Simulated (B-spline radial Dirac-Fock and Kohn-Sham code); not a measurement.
# Elastic and transport cross sections of silver for electrons

Method: relativistic (Dirac) partial waves in the static field of the Dirac-Fock atom with Furness-McCarthy exchange, without polarisation or absorption potentials. Computed with a radial atomic solver. σ_tr1 and σ_tr2 weight the cross section with 1 − P₁ and 1 − P₂ of cos θ; "backward" is the share scattered beyond 90°.

| energy (eV) | σ (a₀²) | σ_tr1 (a₀²) | σ_tr2 (a₀²) | σ/σ_tr1 | backward (%) |
| --- | --- | --- | --- | --- | --- |
| 396 | 12.0 | 4.54 | 4.09 | 2.65 | 18 |
| 423 | ? | ? | ? | ? | ? |
| 500 | 10.7 | 3.77 | 3.25 | 2.85 | 17 |
| 601 | 9.84 | 3.20 | 2.74 | 3.08 | 15 |
| 641 | 9.55 | 3.00 | 2.59 | 3.18 | 14 |
| 652 | 9.47 | 2.96 | 2.55 | 3.21 | 14 |
| 826 | 8.50 | 2.32 | 2.08 | 3.66 | 12 |
| 865 | 8.32 | 2.21 | 2.00 | 3.77 | 11 |
| 873 | 8.28 | 2.18 | 1.98 | 3.79 | 11 |
| 1000 | 7.78 | 1.88 | 1.77 | 4.14 | 9.8 |
| 1010 | 7.75 | 1.86 | 1.75 | 4.17 | 9.7 |
| 1240 | 7.04 | 1.46 | 1.48 | 4.81 | 8.1 |
| 1270 | 6.96 | 1.42 | 1.45 | 4.90 | 7.9 |
| 1500 | 6.43 | 1.16 | 1.25 | 5.54 | 6.9 |
| 1670 | 6.10 | 1.01 | 1.14 | 6.02 | 6.3 |

Q: Fill in the row for 423 eV.

A: σ = 11.6 a₀², σ_tr1 = 4.32 a₀², σ_tr2 = 3.82 a₀², σ/σ_tr1 = 2.69, backward 18 %. The ratio σ/σ_tr1 is roughly the number of elastic collisions that randomise the direction.
